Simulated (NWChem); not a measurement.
System: SnPH$_{5}$; SMILES [PH2][SnH3]

Results from NWChem. Geometry: optimised at PBE-D3(BJ)/def2-SVP (def2 core potentials past Kr).

Question: What does the run give for PBE0/3-21G, non-relativistic? Quantities: highest occupied level (eV); orbital gap (eV); dipole (D).

Answer: 
- highest occupied level (eV) = -7.39
- orbital gap (eV) = 7.10
- dipole (D) = 1.49
